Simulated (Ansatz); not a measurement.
Ansatz (a first-principles code) input (wB97X-V/def2-TZVPD):

Ansatz 0.2 input:
```yaml
crystal:
  periodic: [false, false, false]
  atoms:
    - {symbol: Si, position_ang: [0.12734211, 0.00758897, 0.01475716]}
    - {symbol: C, position_ang: [1.86634739, 0.22625070, -0.09896639]}
    - {symbol: C, position_ang: [-0.59355994, -1.24848416, -1.22606831]}
    - {symbol: C, position_ang: [-0.88495938, 1.61177901, -0.18244160]}
    - {symbol: O, position_ang: [-0.48279133, -0.60041784, 1.51075848]}
    - {symbol: H, position_ang: [2.53824963, -0.56472547, -0.42273484]}
    - {symbol: H, position_ang: [2.36406205, 1.14503182, 0.20110579]}
    - {symbol: H, position_ang: [-0.57958913, -0.85403884, -2.24576212]}
    - {symbol: H, position_ang: [-1.62320523, -1.52110247, -0.97160939]}
    - {symbol: H, position_ang: [0.00394776, -2.16573223, -1.21566892]}
    - {symbol: H, position_ang: [-1.92794630, 1.47011697, 0.11979945]}
    - {symbol: H, position_ang: [-0.86725283, 1.96955577, -1.21551470]}
    - {symbol: H, position_ang: [-0.46106275, 2.39862947, 0.44973370]}
    - {symbol: H, position_ang: [0.30536945, -0.71791121, 2.05284078]}
basis:
  gaussian:
    orbitals: def2-TZVPD
hamiltonian:
  xc: {name: wB97X-V}
total_charge: -1
output: {forces: true}
```

Output:

```
Functional definition: wB97X-V
integrals: 0.31 GiB planned
1449 factors; their error is unknown
integrals: 0.36 GiB planned
587 factors; integrals over basis functions are off by at most 6.3e-6 eV
0.45 GiB of the device are held for the grids
1.86 GiB of device memory are held for the factors and their scratch space
mean field: 2.03 GiB planned
mean field evaluation 1: about -13177.6306 eV, gradient 5.3e1 eV
mean field evaluation 2: about -13179.8388 eV, gradient 4.4e1 eV
mean field evaluation 4: about -13183.7786 eV, gradient 2.3e0 eV
mean field evaluation 8: about -13183.7987 eV, gradient 5.5e-2 eV
mean field evaluation 16: about -13183.7795 eV, gradient 9.8e-5 eV
mean field -13183.77947575 eV, -484.4949594470 hartree, gradient 1.6e-5 eV, S^2 0.000000; 0 other end points of the search recorded, 0 dependent functions left out
the calculation of the forces begins
reference -13183.77947258 eV, -484.4949593308 hartree; 25, 25 occupied and 250, 250 virtual orbitals, 1449 factors
Total energy: -13183.77947258 eV, -484.4949593308 hartree
Atom 0 at     0.127342     0.007589     0.014757 Å, force    -0.211459     0.002481    -0.065843 eV/Å
Atom 1 at     1.866347     0.226251    -0.098966 Å, force    -0.018362    -0.009001     0.019542 eV/Å
Atom 2 at    -0.593560    -1.248484    -1.226068 Å, force     0.031821     0.058841     0.081994 eV/Å
Atom 3 at    -0.884959     1.611779    -0.182442 Å, force     0.047059    -0.090728     0.027421 eV/Å
Atom 4 at    -0.482791    -0.600418     1.510758 Å, force     0.116796     0.009373     0.006923 eV/Å
Atom 5 at     2.538250    -0.564725    -0.422735 Å, force     0.074029    -0.083563    -0.036143 eV/Å
Atom 6 at     2.364062     1.145032     0.201106 Å, force     0.055446     0.098845     0.030412 eV/Å
Atom 7 at    -0.579589    -0.854039    -2.245762 Å, force     0.009966     0.041421    -0.078304 eV/Å
Atom 8 at    -1.623205    -1.521102    -0.971609 Å, force    -0.069386    -0.006649     0.029987 eV/Å
Atom 9 at     0.003948    -2.165732    -1.215669 Å, force     0.052324    -0.065690     0.005232 eV/Å
Atom 10 at    -1.927946     1.470117     0.119799 Å, force    -0.067362    -0.026520     0.022737 eV/Å
Atom 11 at    -0.867253     1.969556    -1.215515 Å, force     0.012075     0.020721    -0.085857 eV/Å
Atom 12 at    -0.461063     2.398629     0.449734 Å, force     0.040009     0.055186     0.049336 eV/Å
Atom 13 at     0.305369    -0.717911     2.052841 Å, force    -0.072957    -0.004719    -0.007439 eV/Å
Dipole moment:    -0.609469    -0.043823    -0.050069 e Å
```

It need not be the lowest isomer of its formula. Whether it binds its extra electron was not tested at this geometry.
